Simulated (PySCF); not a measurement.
Species: C2H5BrSi.
SMILES: `Br[SiH]1CC1`

The closed-shell ground state was solved at several levels (PySCF, density fitting, gas phase). Isolated species at its PBE0-D3(BJ)/def2-SVP geometry, gas phase. The calculation is non-relativistic and has no spin–orbit coupling, an omission that weighs most on bromine.

```json
{"level": "PBE0/def2-TZVPD", "basis functions": "219", "total energy (Eh)": "-2942.4004", "HOMO (eV)": "-6.99", "LUMO (eV)": "-0.31", "gap (eV)": "6.68", "dipole (D)": "1.32"}
{"level": "wB97X-D/def2-SVPD", "basis functions": "145", "total energy (Eh)": "-2942.4515", "HOMO (eV)": "-8.88", "LUMO (eV)": "1.39", "gap (eV)": "10.27", "dipole (D)": "1.40"}
{"level": "PBE0/pcSseg-2", "basis functions": "248", "total energy (Eh)": "-2942.4519", "HOMO (eV)": "-7.01", "LUMO (eV)": "-0.14", "gap (eV)": "6.87", "dipole (D)": "1.35"}
```

**Question.** What might PBE0/pcSseg-1 (124 basis functions) give for the same quantities?

**Answer.** Total energy -2942.0636 Eh, HOMO -7.05 eV, LUMO 0.00 eV, gap 7.05 eV, dipole 1.39 D.

**Question.** Over all these levels, which gives the widest orbital gap and which the narrowest?

**Answer.** wB97X-D/def2-SVPD (range-separated hybrid) has the widest, 10.27 eV, and PBE0/def2-TZVPD (global hybrid, 25 % exact exchange) the narrowest, 6.68 eV. Functional and basis both differ between the two, so the spread mixes both effects.

**Question.** How much does the basis alone move the frontier levels among the 3 PBE0 rows (the withheld one included)?

**Answer.** The HOMO by 0.06 eV and the LUMO by 0.31 eV. By rising basis size (HOMO, LUMO in eV): pcSseg-1 -7.05, 0.00; def2-TZVPD -6.99, -0.31; pcSseg-2 -7.01, -0.14.

**Question.** How far do the dipole and the HOMO energy spread over the levels?

**Answer.** The dipole runs from 1.32 to 1.40 D (mean 1.37 D) and the HOMO from -8.88 to -6.99 eV.

The pairwise dispersion term of wB97X-D wasn't added to the energies; at a given geometry it leaves orbitals and properties as they are.
